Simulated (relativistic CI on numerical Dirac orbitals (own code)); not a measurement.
# Hyperfine structure of Er14+, mass number 167

Computed by Dirac-Coulomb-Breit CI, separate exchange-only KLI orbitals for each configuration, model QED (radiative potential, 1s self-energy scaled to tabulated hydrogen-like ionisation energies), unscaled Slater integrals (own radial code, finite nucleus).

Configurations in the expansion (outside the closed core [Ar] 3d10 4p6 4d10): 4s2.4f7.5s, 4s2.4f8, 4s2.4f6.5s2, 4s2.4f5.5s2.6s, 4s2.4f5.5s.6s2, 4s2.4f6.6s2, 4f8.5s2. The list is cut by size and lacks configurations that can hold low levels.

Nuclear spin I = 7/2, μ = -0.5623 μN, Q = 3.57 b (tables of Stone and Pyykkö). The electronic factors are computed for point nuclear moments, without core polarisation or the Bohr-Weisskopf and QED corrections.

```json
{"Level": "4s2.4f7.5s 9S°_4", "E (cm⁻¹)": "0.0", "A (MHz)": "-4165", "B (MHz)": "-3.58"}
{"Level": "4s2.4f6.5s2 7F_1", "E (cm⁻¹)": "24277.3", "A (MHz)": "-45.51", "B (MHz)": "2460"}
{"Level": "4s2.4f6.5s2 7F_2", "E (cm⁻¹)": "26165.3", "A (MHz)": "-64.89", "B (MHz)": "2640"}
{"Level": "4s2.4f6.5s2 7F_3", "E (cm⁻¹)": "28381.9", "A (MHz)": "-84.9", "B (MHz)": "1450"}
{"Level": "4s2.4f6.5s2 7F_4", "E (cm⁻¹)": "30729.8", "A (MHz)": "-103.7", "B (MHz)": "-882"}
{"Level": "4s2.4f6.5s2 7F_5", "E (cm⁻¹)": "33088.4", "A (MHz)": "-121.3", "B (MHz)": "-4270"}
{"Level": "4s2.4f6.5s2 7F_6", "E (cm⁻¹)": "35361.3", "A (MHz)": "-138", "B (MHz)": "-8630"}
{"Level": "4s2.4f7.5s 7S°_3", "E (cm⁻¹)": "36912.3", "A (MHz)": "4142", "B (MHz)": "12"}
```

Levels with J = 0, under 50 % of one LS term, or S terms without an open s electron are left out. Small factors come from cancelling terms and can be off by tens of per cent or more.

At this charge transitions that keep the count of f electrons are usually good to a few per cent. Terms inside the open d or f shell come out 10 to 20 % too wide with unscaled integrals. Levels and lines within the n = 5 or 6 shells can be off by up to 10 % or somewhat more, and those that change n by about 2 %, since core polarisation is missing. Levels that differ in their count of f electrons can be misplaced by several ten thousand cm⁻¹, since the correlation energy of f electrons is missing or only estimated; rates across such gaps can be off by orders of magnitude.

(1) Give the hyperfine levels of 4s2.4f7.5s 9S°_4 relative to its centre of gravity.

## Answers

(1) With K = F(F + 1) − I(I + 1) − J(J + 1), E = AK/2 + B[¾K(K + 1) − I(I + 1)J(J + 1)]/[2I(2I − 1)J(2J − 1)]: F = 1/2: 72880, F = 3/2: 66630, F = 5/2: 56220, F = 7/2: 41650, F = 9/2: 22910, F = 11/2: 0.959, F = 13/2: -27070, F = 15/2: -58310 MHz.

LS names give the leading component of a level, which can be under half, so a name can repeat, a term be missing and a line seem to break the LS rules.
